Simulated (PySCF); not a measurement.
Job file and geometry (Å, from GFN2-xTB) of an NMR shielding run on `CN[Si@@H](P)[SiH2]N(C)C`, C₃H₁₅N₂PSi₂, GIAO PBE0/pcSseg-1 NMR shielding, non-relativistic, gas phase (PySCF 2.14.0, density-fitted response routines); density fitting, a coarse starting grid and PySCF grid level 2 are the driver's defaults:

```
$ OMP_NUM_THREADS=1 python probes_run.py task.json out

{"job": {"kind": "nmr", "xc": "PBE0", "basis": "pcSseg-1"}, "charge": 0, "multiplicity": 1}
C      2.524081    -0.906336    -1.049894
N      2.096865     0.469242    -0.971497
Si     1.349928     1.084674     0.455702
P      0.593736     3.090405    -0.235878
Si    -0.245034    -0.286238     1.448736
N     -1.409603    -0.734565     0.260679
C     -2.265503    -1.879511     0.444382
C     -1.980536     0.223638    -0.653850
H      2.996320    -1.174984    -0.107827
H      1.689701    -1.595315    -1.219626
H      3.250994    -1.031462    -1.853362
H      1.775528     0.814136    -1.864991
H      2.473721     1.264879     1.402651
H     -0.150282     3.308459     0.905743
H      1.660881     3.805808     0.259932
H      0.330186    -1.580201     1.843463
H     -0.826293     0.279765     2.690067
H     -3.218141    -1.606327     0.913480
H     -1.766802    -2.608456     1.076637
H     -2.483632    -2.339856    -0.523474
H     -2.139821    -0.243380    -1.630979
H     -2.948432     0.596788    -0.296989
H     -1.312613     1.075820    -0.778974
```

**Question.** What does the program print?

**Answer.** 
```
coarse grid: 19560 points
cycle   1  E = -1152.3879065637  dE =  5.877e-01  |g| = 4.903e-01  |ddm| = 4.179e+00
cycle   2  E = -1152.3337252831  dE =  5.418e-02  |g| = 6.962e-01  |ddm| = 1.402e+00
cycle   3  E = -1152.4450597577  dE = -1.113e-01  |g| = 7.612e-02  |ddm| = 9.432e-01
cycle   4  E = -1152.4461900816  dE = -1.130e-03  |g| = 2.568e-02  |ddm| = 8.962e-02
cycle   5  E = -1152.4463276656  dE = -1.376e-04  |g| = 6.437e-03  |ddm| = 2.309e-02
cycle   6  E = -1152.4463367238  dE = -9.058e-06  |g| = 1.629e-03  |ddm| = 7.756e-03
final grid: 171968 points
cycle   7  E = -1152.4887697638  dE = -3.476e-05  |g| = 9.864e-03  |ddm| = 3.313e-02
cycle   8  E = -1152.4887532712  dE =  1.649e-05  |g| = 1.297e-02  |ddm| = 2.335e-02
cycle   9  E = -1152.4887928477  dE = -3.958e-05  |g| = 1.413e-03  |ddm| = 1.432e-02
cycle  10  E = -1152.4887932611  dE = -4.133e-07  |g| = 2.305e-04  |ddm| = 1.472e-03
cycle  11  E = -1152.4887932717  dE = -1.067e-08  |g| = 3.782e-05  |ddm| = 2.004e-04
cycle  12  E = -1152.4887932720  dE = -2.608e-10  |g| = 1.877e-05  |ddm| = 7.756e-05
converged SCF energy = -1152.4887932720

GIAO shielding tensors (ppm)
atom      isotropic    diamagn.    paramagn.     s11        s22        s33       span
  0 C      153.353     245.609     -92.256    130.068    143.156    186.834     56.766
  1 N      253.881     326.708     -72.827    203.977    252.939    304.726    100.748
  2 Si     383.341     882.030    -498.690    331.164    357.106    461.752    130.587
  3 P      617.239     968.756    -351.517    565.185    627.148    659.385     94.200
  4 Si     396.440     883.602    -487.162    325.422    366.901    496.997    171.575
  5 N      259.032     329.208     -70.176    223.750    262.647    290.700     66.951
  6 C      142.160     242.688    -100.529    118.784    121.346    186.348     67.564
  7 C      142.931     247.919    -104.988    122.472    124.472    181.850     59.379
  8 H       29.168      30.139      -0.971     25.672     26.676     35.156      9.484
  9 H       28.680      32.086      -3.406     22.957     28.275     34.809     11.852
 10 H       28.883      27.753       1.130     23.496     26.442     36.710     13.214
 11 H       32.028      35.657      -3.629     22.652     32.099     41.334     18.683
 12 H       26.287      30.908      -4.622     23.115     24.239     31.506      8.391
 13 H       30.748      31.437      -0.689     25.002     28.560     38.683     13.682
 14 H       29.983      30.015      -0.032     24.139     26.531     39.279     15.140
 15 H       26.703      32.732      -6.029     23.941     25.372     30.796      6.855
 16 H       27.004      31.225      -4.221     23.373     25.082     32.558      9.184
 17 H       29.217      27.707       1.510     24.760     26.756     36.135     11.375
 18 H       28.834      29.591      -0.757     24.039     27.302     35.160     11.122
 19 H       29.141      29.037       0.104     24.667     26.536     36.220     11.553
 20 H       29.145      31.782      -2.636     25.693     26.339     35.404      9.711
 21 H       29.361      30.519      -1.159     26.132     26.291     35.659      9.526
 22 H       29.002      33.394      -4.391     22.540     28.999     35.468     12.928
```

**Question.** Turn these shieldings into chemical shifts. δ = σ(ref) − σ, references computed at the same level: ¹³C (186.93 ppm) and ²⁹Si (349.16 ppm) and ¹H (31.72 ppm) against TMS; ¹⁵N (267.73 ppm) against NH3; ³¹P (318.38 ppm) vs H3PO4.

**Answer.** Averaging equivalent atoms: C 6/7: 44.4; C 0: 33.6; N 1: 13.8; N 5: 8.7; Si 2: -34.2; Si 4: -47.3; P 3: -298.9; H 12: 5.43; H 15: 5.01; H 16: 4.71; H 8/9/10: 2.81; H 17/18/19/20/21/22: 2.60; H 13/14: 1.35; H 11: -0.31 ppm. Experimental scales use liquid or dissolved standards, which lie at an offset from isolated NH3 (liquid NH3: subtract about 20 ppm) and H3PO4.

Size and cost of the density-fitted run: 232 basis functions, 50 s wall time on 1 thread of an Arm Neoverse V2, shared host; peak memory 1.1 GiB.
